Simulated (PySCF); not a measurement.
O3W, charge -1, doublet, at a GFN2-xTB geometry (such geometries of metal compounds can be far from the true shape) (the multiplicity is a formal guess) (core potentials on W); DF-B3LYP/def2-TZVP (PySCF).

PySCF was given this input:
```python
from pyscf import gto, scf, dft

mol = gto.Mole()
mol.atom = '''
    W     0.00000000    0.00000000    0.00000000
    O     1.54088556   -0.32207064   -0.68740617
    O    -0.49883780   -0.83178938    1.41769966
    O    -1.04204776    1.15386002   -0.73029349
'''
mol.basis = 'def2-tzvp'
mol.ecp = {'W': 'def2-tzvp'}
mol.charge = -1
mol.spin = 1
mol.verbose = 4
mol.symmetry = True
mol.build()

mf = dft.UKS(mol)
mf.xc = 'b3lyp'
mf.irrep_nelec = {'A1': (9, 9), 'A2': (1, 1), 'B1': (6, 6), 'B2': (4, 3)}
mf = mf.density_fit(auxbasis='def2-universal-jkfit')
mf.kernel()
mf.analyze()
```

### Question
Predict the main parts of the log of this PySCF run.

### Answer

```
PySCF version 2.14.0

[INPUT] verbose = 4
[INPUT] num. atoms = 4
[INPUT] num. electrons = 39
[INPUT] charge = -1
[INPUT] spin (= nelec alpha-beta = 2S) = 1
[INPUT] symmetry True subgroup None
[INPUT] Mole.unit = angstrom
[INPUT] Symbol           X                Y                Z      unit          X                Y                Z       unit  Magmom
[...]
nuclear repulsion = 137.660721911739
point group symmetry = D3h, use subgroup C2v
symmetry origin: [-1.81260902e-17  0.00000000e+00  1.81260902e-17]
symmetry axis x: [-0.18257992  0.66740257 -0.72196841]
symmetry axis y: [0.40245137 0.72070677 0.56445961]
symmetry axis z: [ 0.89704931 -0.18749818 -0.40018366]
num. orbitals of irrep A1 = 53
num. orbitals of irrep A2 = 17
num. orbitals of irrep B1 = 37
num. orbitals of irrep B2 = 26
number of shells = 47
number of NR pGTOs = 204
number of NR cGTOs = 133
basis = def2-tzvp
ecp = {'W': 'def2-tzvp'}

******** <class 'pyscf.df.df_jk.DFSymAdaptedUKS'> ********
method = DFSymAdaptedUKS
initial guess = minao
damping factor = 0
level_shift factor = 0
DIIS = <class 'pyscf.scf.diis.CDIIS'>
diis_start_cycle = 1
diis_space = 8
diis_damp = 0
SCF conv_tol = 1e-09
SCF conv_tol_grad = None
SCF max_cycles = 50
direct_scf = False
number electrons alpha = 20  beta = 19
irrep_nelec {'A1': (9, 9), 'A2': (1, 1), 'B1': (6, 6), 'B2': (4, 3)}
XC library pyscf.dft.libxc version 7.1.2
    S. Lehtola, C. Steigemann, M. J. T. Oliveira, and M. A. L. Marques,  SoftwareX 7, 1–5 (2018)
XC functionals = b3lyp
    P. J. Stephens, F. J. Devlin, C. F. Chabalowski, and M. J. Frisch,  J. Phys. Chem. 98, 11623 (1994)
radial grids:
    Treutler-Ahlrichs [JCP 102, 346 (1995); DOI:10.1063/1.469408] (M4) radial grids

becke partition: Becke, JCP 88, 2547 (1988); DOI:10.1063/1.454033
pruning grids: <function nwchem_prune>
grids dens level: 3
symmetrized grids: True
atomic radii adjust function: <function treutler_atomic_radii_adjust>
small_rho_cutoff = 0
Freeze 39 electrons in irreps ['A1', 'A2', 'B1', 'B2']
    0 free electrons in irreps
Set gradient conv threshold to 3.16228e-05
tot grids = 66560
******** <class 'pyscf.df.df.DF'> ********
auxbasis = def2-universal-jkfit
init E= -272.875233074706

cycle= 1 E= -292.08164639743  delta_E= -19.2  |g|= 1.52  |ddm|= 5.79

cycle= 2 E= -285.176429937774  delta_E= 6.91  |g|= 4.03  |ddm|= 3.32

cycle= 3 E= -292.847713780468  delta_E= -7.67  |g|= 0.436  |ddm|= 3.06

cycle= 4 E= -292.879785331932  delta_E= -0.0321  |g|= 0.409  |ddm|= 0.607

cycle= 5 E= -292.919977940712  delta_E= -0.0402  |g|= 0.249  |ddm|= 0.325

cycle= 6 E= -292.943783563581  delta_E= -0.0238  |g|= 0.0336  |ddm|= 0.156

cycle= 7 E= -292.944216077774  delta_E= -0.000433  |g|= 0.00653  |ddm|= 0.0175

cycle= 8 E= -292.944238478623  delta_E= -2.24e-05  |g|= 0.000789  |ddm|= 0.00632

cycle= 9 E= -292.944239635139  delta_E= -1.16e-06  |g|= 0.000446  |ddm|= 0.00245

cycle= 10 E= -292.944239916587  delta_E= -2.81e-07  |g|= 8.72e-05  |ddm|= 0.00149

cycle= 11 E= -292.944239946029  delta_E= -2.94e-08  |g|= 4.04e-05  |ddm|= 0.000664

cycle= 12 E= -292.944239949646  delta_E= -3.62e-09  |g|= 2.09e-05  |ddm|= 0.000211

cycle= 13 E= -292.944239950952  delta_E= -1.31e-09  |g|= 7.12e-06  |ddm|= 0.000177

cycle= 14 E= -292.944239951024  delta_E= -7.21e-11  |g|= 3.14e-06  |ddm|= 2.79e-05

Extra cycle  E= -292.944239951024  delta_E= 2.84e-13  |g|= 4.98e-06  |ddm|= 7.78e-06
converged SCF energy = -292.944239951024  <S^2> = 0.75479777  2S+1 = 2.004792
**** SCF Summaries ****
Total Energy =                        -292.944239951023803
Nuclear Repulsion Energy =             137.660721911738506
One-electron Energy =                 -707.580054832010660
Two-electron Energy =                  276.975092969248351
Two-electron Coulomb Energy =          310.721143721133842
DFT Exchange-Correlation Energy =      -33.746050751885498
Wave-function symmetry = B2
alpha occupancy for each irrep:     A1   A2   B1   B2
                                     9    1    6    4
[...]
beta  MO #66 (B2 #13), energy= 1.81090697878262 occ= 0
beta  MO #67 (A2 #8), energy= 1.82489477716359 occ= 0
beta  MO #68 (A1 #29), energy= 1.93058315494304 occ= 0
beta  MO #69 (A1 #30), energy= 2.12677426717569 occ= 0
beta  MO #70 (B1 #19), energy= 2.13010624833964 occ= 0
beta  MO #71 (B2 #14), energy= 2.14526623408311 occ= 0
beta  MO #72 (A2 #9), energy= 2.17821276474448 occ= 0
beta  MO #73 (B2 #15), energy= 2.19679897954721 occ= 0
beta  MO #74 (B1 #20), energy= 2.2552319476866 occ= 0
beta  MO #75 (A1 #31), energy= 2.26707581266152 occ= 0
beta  MO #76 (B1 #21), energy= 2.37467672221412 occ= 0
beta  MO #77 (A1 #32), energy= 2.42758248004815 occ= 0
beta  MO #78 (B2 #16), energy= 2.87335824785426 occ= 0
beta  MO #79 (A2 #10), energy= 2.92641820395392 occ= 0
beta  MO #80 (A1 #33), energy= 2.94388647264247 occ= 0
beta  MO #81 (B2 #17), energy= 2.95450876797608 occ= 0
beta  MO #82 (B1 #22), energy= 2.95573504286258 occ= 0
beta  MO #83 (B1 #23), energy= 3.06950918043908 occ= 0
beta  MO #84 (B1 #24), energy= 3.1262355100494 occ= 0
beta  MO #85 (A1 #34), energy= 3.14058075050104 occ= 0
beta  MO #86 (A1 #35), energy= 3.20952214278318 occ= 0
beta  MO #87 (A1 #36), energy= 3.67748213639065 occ= 0
beta  MO #88 (B1 #25), energy= 3.77606059825217 occ= 0
beta  MO #89 (A1 #37), energy= 3.78978215896264 occ= 0
beta  MO #90 (A2 #11), energy= 5.31182499512398 occ= 0
beta  MO #91 (B1 #26), energy= 5.31766001432825 occ= 0
beta  MO #92 (A1 #38), energy= 5.31992053263001 occ= 0
beta  MO #93 (B2 #18), energy= 5.34001452334873 occ= 0
beta  MO #94 (A2 #12), energy= 5.34045900197709 occ= 0
beta  MO #95 (B1 #27), energy= 5.34235278715301 occ= 0
beta  MO #96 (A1 #39), energy= 5.34283682848618 occ= 0
beta  MO #97 (B2 #19), energy= 5.34446838070642 occ= 0
beta  MO #98 (A2 #13), energy= 5.35032297150789 occ= 0
beta  MO #99 (A1 #40), energy= 5.35670255542835 occ= 0
beta  MO #100 (B1 #28), energy= 5.37136938487587 occ= 0
beta  MO #101 (B2 #20), energy= 5.37227439160934 occ= 0
beta  MO #102 (A1 #41), energy= 5.38946754466672 occ= 0
beta  MO #103 (B1 #29), energy= 5.39229939990846 occ= 0
beta  MO #104 (B1 #30), energy= 5.40675686102904 occ= 0
beta  MO #105 (B2 #21), energy= 5.42365191087583 occ= 0
beta  MO #106 (A1 #42), energy= 5.42767612650631 occ= 0
beta  MO #107 (A2 #14), energy= 5.46248427625409 occ= 0
beta  MO #108 (B2 #22), energy= 5.47092157987348 occ= 0
beta  MO #109 (B1 #31), energy= 5.67813083434559 occ= 0
beta  MO #110 (A1 #43), energy= 5.69847653967888 occ= 0
beta  MO #111 (A2 #15), energy= 6.42404657612442 occ= 0
beta  MO #112 (B1 #32), energy= 6.44928364609509 occ= 0
beta  MO #113 (A1 #44), energy= 6.46673353561227 occ= 0
beta  MO #114 (B2 #23), energy= 6.48411347557419 occ= 0
beta  MO #115 (A2 #16), energy= 6.51465650371159 occ= 0
beta  MO #116 (A1 #45), energy= 6.52713128578595 occ= 0
beta  MO #117 (B2 #24), energy= 6.67751959132289 occ= 0
beta  MO #118 (A2 #17), energy= 6.7150877028033 occ= 0
beta  MO #119 (B2 #25), energy= 6.74752856454392 occ= 0
beta  MO #120 (A1 #46), energy= 6.7545301879531 occ= 0
beta  MO #121 (B1 #33), energy= 6.76742003585773 occ= 0
beta  MO #122 (B1 #34), energy= 6.89267648890924 occ= 0
beta  MO #123 (B1 #35), energy= 6.92235439878259 occ= 0
beta  MO #124 (A1 #47), energy= 6.9409422323891 occ= 0
beta  MO #125 (A1 #48), energy= 7.03465835308617 occ= 0
beta  MO #126 (B2 #26), energy= 36.3512830449641 occ= 0
beta  MO #127 (B1 #36), energy= 42.4920358076187 occ= 0
beta  MO #128 (A1 #49), energy= 42.5094272565933 occ= 0
beta  MO #129 (A1 #50), energy= 43.5666478166966 occ= 0
beta  MO #130 (B1 #37), energy= 43.7456353860399 occ= 0
beta  MO #131 (A1 #51), energy= 43.7692587650487 occ= 0
beta  MO #132 (A1 #52), energy= 70.4304181718051 occ= 0
beta  MO #133 (A1 #53), energy= 582.129464294996 occ= 0
In total            20.00000 | 19.00000

WARN: System has nonzero charge -1; the dipole moment is origin-dependent.
Location of origin: [0. 0. 0.]

Dipole moment(X, Y, Z, Debye): -0.45923,  0.09599,  0.20487
```
